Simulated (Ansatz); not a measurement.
One change: `[F][In]` becomes `[B]F`.

Ansatz, PBE0-D4/def2-TZVP geometries, multiplicity 1. 

Elements past krypton have def2 core potentials.

```
                                                                                  property  `[F][In]`
                                                       LUMO energy (B3LYP/def2-TZVPP) / eV      -1.84
                                                         LUMO energy (PBE/def2-TZVPP) / eV      -2.20
                                            size of the dipole moment (PBE/def2-TZVPP) / D       3.02
ideal-gas entropy at 298 K and 1 bar (rigid rotor, harmonic PBE0-D4/def2-TZVP) / J/(mol·K)        236
                                                     HOMO–LUMO gap (B3LYP/def2-TZVPP) / eV       5.59
                                                     LUMO energy (ωB97M-V/def2-TZVPP) / eV      -0.11
```

What does the change do to each property? (Best estimate.)

Ansatz gave: 
```tsv
property	`[B]F`	shift
LUMO energy (B3LYP/def2-TZVPP) / eV	-1.32	0.52
LUMO energy (PBE/def2-TZVPP) / eV	-2.09	0.11
size of the dipole moment (PBE/def2-TZVPP) / D	1.10	-1.92
ideal-gas entropy at 298 K and 1 bar (rigid rotor, harmonic PBE0-D4/def2-TZVP) / J/(mol·K)	200	-36
HOMO–LUMO gap (B3LYP/def2-TZVPP) / eV	6.51	0.92
LUMO energy (ωB97M-V/def2-TZVPP) / eV	1.04	1.15
```

With PBE0 the HOMO falls by 0.50 eV and the LUMO rises by 0.54 eV, so the gap widens by about 1.04 eV. PBE moves the HOMO by -0.30 eV and ωB97M-V by -0.65 eV. Dipoles are sizes alone; their direction can turn.

B3LYP here is the variant with VWN-RPA as its local correlation; programs differ in this.
